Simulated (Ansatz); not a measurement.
Reaction (substitution at a C–B bond): `CB(C)[SiH2]N` + `O[Si]F` → `CO[Si]F` + `CB[SiH2]N`

Calculated with Ansatz (gas phase, PBE0-D4/def2-TZVP geometries, no zero-point term in ΔE). CCSD(T)/CBS is the MP2 limit (def2-TZVPP, def2-QZVPP) plus CCSD(T) − MP2 in def2-TZVPP, frozen cores. This one scheme is used for every species. Functionals use def2-TZVPP. One conformer a species, not always the lowest.

`CB(C)[SiH2]N`:

Z-matrix (Å, degrees):
```
C
B 1 1.562
H 1 1.093 2 115.0
H 1 1.094 2 114.7 3 -128.9
H 1 1.103 2 104.7 3 115.3
C 2 1.564 1 120.1 3 151.0
Si 2 2.030 1 121.4 3 -29.9
H 6 1.102 2 104.7 1 -87.9
H 6 1.093 2 115.9 1 155.8
H 6 1.095 2 114.0 1 27.2
N 7 1.734 2 119.4 1 8.6
H 7 1.495 2 109.0 1 130.4
H 7 1.497 2 107.1 1 -113.9
H 11 1.008 7 119.7 2 -59.9
H 11 1.007 7 118.9 2 80.6
```

`O[Si]F`:

```xyz
4

O    -0.040    0.516    0.839
Si    0.666    0.502   -0.638
F     0.030   -0.837   -1.290
H    -0.656   -0.181    1.089
```

`CO[Si]F`:

Z-matrix (Å, degrees):
```
C
O 1 1.415
H 1 1.092 2 111.5
H 1 1.092 2 108.9 3 120.8
H 1 1.092 2 108.9 3 -120.8
Si 2 1.628 1 132.8 3 0.2
F 6 1.622 2 102.4 1 -0.0
```

`CB[SiH2]N`:

Cartesian coordinates in Å:
```
C -0.063 -2.116 -0.192
B -0.033 -0.628 -0.642
Si 0.046 0.902 0.664
N -0.217 2.416 -0.122
H -0.228 -2.302 0.870
H 0.923 -2.532 -0.455
H -0.773 -2.705 -0.781
H 0.011 -0.410 -1.824
H 1.364 0.780 1.381
H -0.981 0.760 1.738
H -0.223 3.275 0.403
H 0.174 2.560 -1.039
```

```json
{"level": "PBE0-D4", "ΔE (kcal/mol)": "24.0"}
{"level": "BHLYP-D4", "ΔE (kcal/mol)": "21.8"}
{"level": "r2SCANh", "ΔE (kcal/mol)": "23.7"}
{"level": "CAM-B3LYP", "ΔE (kcal/mol)": "21.6"}
```

Question: What does CCSD(T)/CBS give? (An estimate is asked.)

Answer: Computed: +23.8 kcal/mol. The listed levels differ from it by 0.2, -2.0, -0.1, -2.2 kcal/mol.

Largest T1 diagnostic among the species: 0.015.

At CCSD(T), def2-SVP lies −3.3 kcal/mol from the extrapolated value and def2-TZVPP −0.6 kcal/mol. Leaving LDA and LC-ωPBE aside and taking each functional with its dispersion term where it has one, the values, not all of them listed here, spread over 2.4 kcal/mol, from BLYP-D4 to r2SCAN0-D4. LDA lies +1.6 kcal/mol from PBE without D4.
